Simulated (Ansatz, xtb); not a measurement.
## Two structures of C2H7BMgO

Structure I: `CB[O][Mg][CH3]`, a singlet. Structure II: a singlet given by its coordinates. Both are isolated molecules in the gas phase, relaxed with PBE0-D3(BJ)/def2-SVP; the shapes shown needn't be the lowest conformers.

I (Å):

```xyz
12

C     0.6374   -1.9752    2.9983
C    -2.4052    0.0076   -2.1035
B     1.0268   -1.3574    1.5966
Mg   -1.0523   -0.5367   -0.6230
O     0.1220   -1.0174    0.6755
H     1.0362   -1.3455    3.8131
H    -0.4472   -2.0973    3.1447
H     1.1248   -2.9578    3.1263
H     2.2197   -1.1852    1.3505
H    -1.9596    0.7156   -2.8222
H    -3.3003    0.4931   -1.6799
H    -2.7513   -0.8667   -2.6798
```

II (Å):

```
atom    x (Å)    y (Å)    z (Å)
   C   0.6533  -1.0778   0.7701
   C  -0.2759   0.1267   0.8037
   B  -1.8043  -0.1853   0.4519
  Mg  -1.2918  -3.0339   0.0475
   O  -2.2027  -1.4211   0.1561
   H   0.3592  -1.8521   1.5092
   H   1.7009  -0.8432   1.0146
   H   0.6973  -1.5427  -0.2370
   H  -0.2417   0.6095   1.7976
   H   0.0856   0.9091   0.1113
   H  -2.6048   0.7421   0.4604
   H  -0.8020  -4.6394  -0.1410
```

Close contacts (Å): C1–C2 1.52, C2–B3 1.60, B3–Mg4 2.92, B3–O5 1.33, Mg4–O5 1.86, C1–H6 1.11, C1–H7 1.10, C1–H8 1.11, C2–H9 1.11, C2–H10 1.11, B3–H11 1.23, Mg4–H12 1.69.

**Question.** Estimate which is lower in electronic energy at CCSD(T)/def2-SVP + ΔMP2/def2-TZVPP, and by roughly how much.

**Answer.** The CCSD(T)/def2-SVP + ΔMP2/def2-TZVPP calculation puts structure I lower, by 7.9 kcal/mol.

The same difference at several levels:

```json
{"level": "PBE0-D3(BJ)/def2-SVP", "geometry": "PBE0-D3(BJ)/def2-SVP", "E(II) − E(I) (kcal/mol)": "+5.5", "departure from the last row (kcal/mol)": "−2.4", "job, with rough time for the two": "optimisation, 4.4 min"}
{"level": "HF/def2-SVP", "geometry": "PBE0-D3(BJ)/def2-SVP", "E(II) − E(I) (kcal/mol)": "+8.0", "departure from the last row (kcal/mol)": "+0.1", "job, with rough time for the two": "part of the CCSD(T) run"}
{"level": "MP2/def2-SVP", "geometry": "PBE0-D3(BJ)/def2-SVP", "E(II) − E(I) (kcal/mol)": "+6.8", "departure from the last row (kcal/mol)": "−1.1", "job, with rough time for the two": "part of the CCSD(T) run"}
{"level": "CCSD(T)/def2-SVP", "geometry": "PBE0-D3(BJ)/def2-SVP", "E(II) − E(I) (kcal/mol)": "+5.5", "departure from the last row (kcal/mol)": "−2.4", "job, with rough time for the two": "single point"}
{"level": "CCSD(T)/def2-SVP + ΔMP2/def2-TZVPP", "geometry": "PBE0-D3(BJ)/def2-SVP", "E(II) − E(I) (kcal/mol)": "+7.9", "departure from the last row (kcal/mol)": "", "job, with rough time for the two": "single point, 70 s"}
```

The levels shown agree on the order. The largest departure from CCSD(T)/def2-SVP + ΔMP2/def2-TZVPP is that of PBE0-D3(BJ)/def2-SVP, 2.4 kcal/mol. A small imaginary or near-zero mode remains, so no thermal terms are given. Levels run at GFN2-xTB geometries aren't shown. The last row adds to CCSD(T) the change of the MP2 difference between the two basis sets, here +2.4 kcal/mol.

The correlated steps freeze 5 core orbitals; the last core shell of Mg is correlated, in a basis made for valence electrons. Codes used: Ansatz 0.2.0; the last row on 2 threads of Intel(R) Xeon(R) Processor @ 2.50GHz (Skylake/Cascade Lake) on a shared host.
